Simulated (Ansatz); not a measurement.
Total energies of Cl3H3HfOSi (`[SiH3][O][Hf]([Cl])([Cl])[Cl]`).

Cartesian coordinates in Å:
```
Si -0.708 -0.970 -1.404
O -0.074 -0.105 -0.150
Hf 0.652 0.893 1.294
Cl -1.082 2.070 2.322
Cl 1.636 -0.595 2.799
Cl 2.249 2.368 0.442
H -0.285 -0.343 -2.680
H -2.187 -0.957 -1.295
H -0.203 -2.362 -1.328
```

The species carries charge 0 and has multiplicity 1. Correlated methods include outer-core shells of Hf, which these sets cover unevenly. Hf takes the def2 core potential. All single points use the PBE0-D4/def2-TZVP geometry. It is one conformer, not always the lowest. Basis def2-TZVPP, Ansatz.

RPA on PBE orbitals: Hartree–Fock energy of these orbitals -1791.90311 Eh, correlation -1.98307 Eh (frozen core).

```
             functional                                  kind  energy without D4 (Eh)  D4 term (kJ/mol)
                    PBE                                   GGA             -1794.81092             -27.2
                   BLYP                                   GGA             -1795.54562             -54.7
                   PBE0    global hybrid, 25 % exact exchange             -1794.92016             -24.1
                  B3LYP                   global hybrid, 20 %             -1795.67881             -43.8
HSE06 (plane-wave form)                       screened hybrid             -1794.88585             -23.1
                  BHLYP                   global hybrid, 50 %             -1795.46153             -41.4
              CAM-B3LYP                range-separated hybrid             -1795.57849             -25.6
                LC-ωPBE           long-range corrected hybrid             -1795.09634                 –
                ωB97X-V  range-separated hybrid GGA with VV10             -1795.29536                 –
                 B2PLYP                         double hybrid             -1794.93940                 –
```

(1) Give the same for LDA (SPW92), revPBE, r2SCAN, B97M-V, r2SCANh, r2SCAN0, ωB97M-V, PBE-QIDH. (Best estimate.)

B3LYP takes the VWN-RPA correlation (the form of Gaussian; ORCA's B3LYP/G). HSE06 is the plane-wave form, built on full-range PBE exchange. The double hybrids freeze the cores in their second-order part.

## Answers

(1) The calculation gave: 
```
 functional                                       kind  energy without D4 (Eh)  D4 term (kJ/mol)
LDA (SPW92)                                        LDA             -1789.30369                 –
     revPBE                                        GGA             -1795.29354             -59.4
     r2SCAN                                   meta-GGA             -1795.46880              -7.1
     B97M-V                         meta-GGA with VV10             -1795.15492                 –
    r2SCANh                      meta-GGA hybrid, 10 %             -1795.44008              -7.9
    r2SCAN0                      meta-GGA hybrid, 25 %             -1795.39887              -8.8
    ωB97M-V  range-separated hybrid meta-GGA with VV10             -1795.40470                 –
   PBE-QIDH                              double hybrid             -1794.50378                 –
```

LC-ωPBE has ω = 0.4 bohr⁻¹.
